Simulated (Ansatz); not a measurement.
Problem. Name a neutral molecule of F, O, Sc and H with LUMO energy (PBE0/def2-TZVPP) between -2.00 and -1.70 eV and LUMO energy (B3LYP/def2-TZVPP) between -2.40 and -2.10 eV (Ansatz, PBE0-D4/def2-TZVP geometry).

Solution. `[OH][Sc]([OH])[F]` (-1.74 eV, -2.15 eV). Other molecules can fit too; these were computed, each in one conformer that needn't be the lowest.

B3LYP here is the variant with VWN-RPA as its local correlation; programs differ in this.
